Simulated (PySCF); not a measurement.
Species: C7H8P (charge -1).
SMILES with atom numbers: `[CH2:1]=[CH:2][c:3]1[cH:4][cH:5][c:6]([CH3:7])[p-:8]1`

Geometry (GFN2-xTB, Å), atoms numbered from 1 in this order:
```
atom  x, y, z in Å
C1     3.1082    0.8654    0.9817
C2     2.3702   -0.1636    0.5553
C3     0.9612   -0.1714    0.3122
C4     0.2740   -1.3055   -0.1269
C5    -1.0861   -1.0958   -0.2965
C6    -1.4790    0.2024    0.0054
C7    -2.8978    0.6820   -0.0899
P8    -0.1394    1.2025    0.5154
H9     2.6501    1.8204    1.1812
H10    4.1746    0.7875    1.1417
H11    2.8689   -1.1156    0.3643
H12    0.7698   -2.2528   -0.3131
H13   -1.7817   -1.8586   -0.6316
H14   -3.5375    0.1663    0.6340
H15   -2.9534    1.7516    0.1092
H16   -3.3096    0.4942   -1.0865
```

NICS is the negative of the GIAO shielding at a point without a nucleus: at the ring centre (0) and 1 Å above and below it (1); zz is the component along the ring normal. Level: GIAO PBE0/pcSseg-1 (PySCF, non-relativistic, gas phase) on the GFN2-xTB geometry, one conformer.

Ring bond lengths (Å), with Mayer bond orders in brackets: C3–C4 1.397 (1.39), C4–C5 1.387 (1.39), C5–C6 1.390 (1.42), C6–P8 1.748 (1.29), P8–C3 1.772 (1.17).

Give the NICS values of each ring in ppm.

```json
{"ring": "C3–C4–C5–C6–P8", "type": "5-membered ring with P; formal bonds all aromatic", "NICS(0)": "-9.8", "NICS(1), two faces": "-9.4 / -9.3", "NICS(1)zz, two faces": "-23.0 / -22.7", "rms pucker (Å)": "0.00", "centre to ring atoms, mean (Å)": "1.30"}
```

What can be read from them?

- C3–C4–C5–C6–P8: mean NICS(1)zz -22.9 ppm, shielded.

How equal are the bonds by HOMA? HOMA = 1 − mean of α(R − Ropt)² over the ring bonds, with Krygowski's 1993 parameters (CC: Ropt 1.388 Å, α 257.7 Å⁻²; CP: Ropt 1.698 Å, α 118.91 Å⁻²).

- C3–C4–C5–C6–P8: HOMA 0.81; the largest term is that of P8–C3, α(R − Ropt)² = 0.65.

At the first NICS(1) probe listed for ring C3–C4–C5–C6–P8, 1 Å off the ring, what do the in-plane components average?

The isotropic value is a third of the trace: (3 × -9.4 − (-23.0))/2 = -2.6 ppm.

What are the shieldings of the ring atoms and their hydrogens in the same run (means over atoms taken as equivalent)?

```json
{"atoms": "C3", "environment": "substituted aromatic carbon", "σ isotropic (ppm)": "36.7"}
{"atoms": "C4", "environment": "aromatic CH carbon", "σ isotropic (ppm)": "61.1"}
{"atoms": "C5", "environment": "aromatic CH carbon", "σ isotropic (ppm)": "68.6"}
{"atoms": "C6", "environment": "substituted aromatic carbon", "σ isotropic (ppm)": "34.6"}
{"atoms": "P8", "environment": "phosphorus bonded to 2 C", "σ isotropic (ppm)": "236.3"}
{"atoms": "H12", "environment": "aromatic hydrogen", "σ isotropic (ppm)": "25.33"}
{"atoms": "H13", "environment": "aromatic hydrogen", "σ isotropic (ppm)": "25.37"}
```
